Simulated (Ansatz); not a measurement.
Harmonic frequencies (cm⁻¹) at PBE0-D4/def2-TZVP from Ansatz: 78, 105, 147, 155, 157, 279, 440, 551, 600.

(1) Which molecule is it?
A. `F[SiH](F)Cl`
B. `O[Si](F)(Br)Br`
C. `F[SiH3]`
D. `Cl[Si](Cl)(I)I`

## Answers

(1) D.
